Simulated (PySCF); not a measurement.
## Substituent chemical shifts

Parent skeleton `[CH2:1]=[CH:2][SiH2:3][S:4][SiH3:5]`; one hydrogen on atom 1 is replaced by X. Hydrogens on one atom are averaged.

- PBE0/pcSseg-1 with gauge-including orbitals
- geometry: GFN2-xTB
- run in PySCF 2.14.0 with density-fitted response routines
- one averaged value for each set of equivalent atoms, gas phase, no relativistic terms, a single conformation

Shifts are taken against calculated references (same method and geometry level): TMS for 13C and 29Si and 1H; 33S vs CS2.

Question: Order these by the shift of H(C2), most shielded first.
A. X = CHO
B. X = CH3
C. X = C2H5
D. X = OiPr

Answer: D (4.61 ppm), C (5.65 ppm), B (5.82 ppm), A (7.05 ppm).

Question: Order these by the shift of H(C1), most shielded first.
A. X = C2H5
B. X = OiPr
C. X = CHO

Answer: C (6.60 ppm), A (6.85 ppm), B (7.12 ppm).

Question: Order these by the shift of Si3, most shielded first.
A. X = C2H5
B. X = CHO
C. X = OiPr

Answer: C (-44.6 ppm), A (-42.4 ppm), B (-34.4 ppm).
